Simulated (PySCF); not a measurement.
System: C$_{5}$H$_{3}$O$_{2}$, net charge 0, doublet state. It need not be the lowest isomer of its formula. SMILES: O=Cc1[c]cco1
Coordinates optimised at B3LYP-D3(BJ)/def2-TZVP (Ansatz):
```
C
C 1 1.3586
O 1 1.3859 2 106.79
C 3 1.3497 1 107.39 2 0.00
C 4 1.3676 3 111.70 1 0.00
H 5 1.0758 4 127.12 3 180.00
H 4 1.0767 3 116.00 1 -180.00
C 1 1.4502 2 135.90 5 180.00
O 8 1.2098 1 124.06 2 0.00
H 8 1.1072 9 122.05 1 -180.00
```
Charge 0, spin multiplicity 2.

Dispersion corrections to the total energy (kcal/mol) from the dftd3 and dftd4 libraries through PySCF: D3(BJ) without and D4 with the three-body term, each with the damping fitted for the functional named.

| functional | D3(BJ) | D4 |
|---|---|---|
| BLYP | -11.07 | -12.21 |
| BHLYP | -6.97 | ? |
| PBE | -5.19 | -5.41 |
| B2GP-PLYP | -3.13 | ? |
| BP86 | -8.12 | -7.10 |
| revPBE | -13.42 | ? |
| HSE06 | -3.32 | -4.18 |

### Question
What belongs in the gaps?

### Answer

- BHLYP, D4: -6.11
- B2GP-PLYP, D4: -2.26
- revPBE, D4: -18.57
